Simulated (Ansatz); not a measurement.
System: SnH4, charge 0, singlet. SnH4 (SMILES [SnH4]).
B3LYP-D3(BJ)/def2-TZVP minimum from Ansatz (a program for electronic structure):
```xyz
5

Sn     0.0000     0.0000     0.0000
H     -1.1293     1.1610    -0.5438
H      0.2699    -1.1525    -1.2320
H     -0.6131    -0.7839     1.3888
H      1.4724     0.7754     0.3870
```
Charge 0, spin multiplicity 1.

Quantity: atomisation energy (electronic, to ground-state atoms), in kcal/mol. UHF or UKS for unpaired electrons; spin-orbit terms are left out. Cores are frozen in correlated methods (noble-gas shells, and filled d and f shells in the p block). Past Kr the def2 sets carry scalar-relativistic core potentials. CBS(X,Y): correlation extrapolated as X^-3, Hartree-Fock from the larger set. A bracket is a step between two methods taken in the basis named. Where a partner has so few electrons that a lower coupled-cluster level is exact, that level stands in. Spin-orbit terms, left out, reach several kcal/mol for Br and I, and more for heavier atoms.

CCSD(T)/CBS(def2-TZVPP,def2-QZVPP) + [CCSDT(Q) - CCSD(T)]/def2-QZVPP + [CCSDTQ - CCSDT(Q)]/def2-SVP (Ansatz) gives 261.1 kcal/mol.

Q: How far off this value is PBE/def2-TZVPD (Ansatz), in which direction, and how far these levels: r2SCAN/def2-TZVPD, B3LYP/def2-TZVPD, PBE0/def2-TZVPD, wB97M-V/def2-TZVPD, CCSD(T)/CBS(def2-TZVPP,def2-QZVPP)?

A: PBE gives 251.1 kcal/mol, 10.0 kcal/mol below it. Differences of the others: r2SCAN/def2-TZVPD (Ansatz) -3.3; B3LYP/def2-TZVPD (Ansatz) -2.9; PBE0/def2-TZVPD (Ansatz) -8.9; wB97M-V/def2-TZVPD (Ansatz) -0.7; CCSD(T)/CBS(def2-TZVPP,def2-QZVPP) (Ansatz) -0.2 kcal/mol.
